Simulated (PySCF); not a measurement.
PbCl₂, SMILES [Cl][Pb][Cl] (connectivity only; charge and spin as stated), neutral, multiplicity 1.

Coordinates come from a B3LYP-D3(BJ)/def2-TZVP optimisation. The isomer is the one that the SMILES or the coordinates give; other isomers of the formula were not compared. The def2 effective core potentials stand for the cores of Pb; spin–orbit coupling is left out.

Two levels are set side by side: TDDFT-PBE/def2-SVPD (PySCF) and TDDFT-CAM-B3LYP/def2-SVPD (PySCF). Vertical, same geometry. The lowest singlet is HOMO−1→LUMO 100 % with PBE and HOMO→LUMO 99 % with the other functional; states are paired by order. Differences are taken from unrounded values.

```csv
quantity,TDDFT-CAM-B3LYP
lowest singlet excitation (eV),3.91
lowest triplet excitation (TDA) (eV),3.35
```

What does TDDFT-PBE give, and how far is it from TDDFT-CAM-B3LYP? (The exact figures need the calculation; the answer reports its results.)


```tsv
quantity	TDDFT-PBE	TDDFT-PBE minus TDDFT-CAM-B3LYP
lowest singlet excitation (eV)	3.33	-0.58
lowest triplet excitation (TDA) (eV)	3.09	-0.26
```

Functionals without exact exchange tend to place singlet excitations lower, as here. Differences between two approximate levels are no errors against the true value.

Rough cost on one machine, each run with all the roots and properties that it gave: TDDFT-CAM-B3LYP against TDDFT-PBE about 3 times.
